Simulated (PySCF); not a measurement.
## Re⁶⁴⁺: ionisation energy

Re⁶⁴⁺ [Ne] 3s1 (2S) → Re⁶⁵⁺ [Ne] (1S), as a difference of total energies. Calculation: PySCF 2.14, in an even-tempered Gaussian basis (17 s from 18 bohr⁻², ratio 2.5; 12 p from 24 bohr⁻², ratio 2.5; 4 d from 87 bohr⁻², ratio 2.7; 4 f from 130 bohr⁻², ratio 2.7); the spin-free X2C one-electron Hamiltonian (Gaussian nucleus). Correlated levels: outer shells: 1s2 frozen; virtual orbitals above 40 to 60 times the deepest correlated orbital energy dropped. The calculations carry no spin-orbit coupling.

| method | ionisation energy (eV) |
| --- | --- |
| UHF | 7370.7 |
| MP2 (outer shells) | 7371.5 |
| SCS-MP2 (outer shells) | 7371.4 |
| CCSD (outer shells) | 7371.5 |
| CCSD(T) (outer shells) | 7371.5 |

Breit and QED terms and the two-electron picture change are absent.

For comparison: 7366 ± 24 eV (theoretical estimate listed by NIST; NIST Atomic Spectra Database, ionization energies).
